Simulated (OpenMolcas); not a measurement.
**Tm2+: effect of the metal basis**

Tm2+ with 6 ligands (water) in octahedral coordination (Th) at 2.39 Å.

- Program: OpenMolcas
- Method: CASSCF
- Spin-orbit coupling: RASSI with atomic mean-field integrals over the reference wave functions

Fixed: ligand basis ANO-RCC-VDZP, active space 13 electrons in 7 orbitals (4f), DKH2 Hamiltonian.

States (labels of O, taken over from Oh, the nearest higher group). Energies in cm-1 above the lowest state or level, χT in cm3 K/mol; under a threefold ground state the first gap can be a small split of the lowest multiplet, not the spin-orbit step.

```csv
Run,Metal basis,Ground state,First state of that spin,First gap with spin-orbit (degeneracies),Width of lowest J,χT at 300 K,Cost
A,ANO-RCC-VDZP,2T1,2T2 267.8,"163.9 (2, 4)",310,2.485,roughly 40 core-seconds
B,ANO-RCC-VTZP,2T1,2T2 297.4,"182.4 (2, 4)",360,2.462,roughly 60 core-seconds
```

Against A, the width of the lowest J multiplet changes by +16.1 % in B.

Costs are those of the RASSCF and RASSI steps.

Without dynamic correlation the ligand-field splitting of an f shell can come out too small, at times by half. No measured value stands beside these numbers; the geometry was imposed, not optimised, and the real ion may take another.
